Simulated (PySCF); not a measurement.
Mo(NH)(S)(Cl)(SH) (ClH2MoNS2), SMILES [NH]=[Mo](=[S])([SH])[Cl], multiplicity 1. Coordinates come from a PBE-D3(BJ)/def2-SVP optimisation. The multiplicity is an assumed one; no other spin state was optimised. The structure was generated by enumeration; whether it is a known compound was not checked. The def2 effective core potentials stand for the cores of Mo; spin–orbit coupling is left out. One conformer was computed; it need not be the lowest.

Computed equilibrium geometry at PBE-D3(BJ)/def2-SVP (PySCF confirms it by a frequency run) as a Z-matrix (one conformer of several):
```
Mo
N 1 1.7297
H 2 1.0298 1 151.71
S 1 2.1289 2 110.06 3 -2.38
Cl 1 2.2857 2 109.79 3 119.76
S 1 2.3285 2 101.94 3 -118.50
H 6 1.3676 1 94.45 2 165.69
```
Charge 0, spin multiplicity 1.
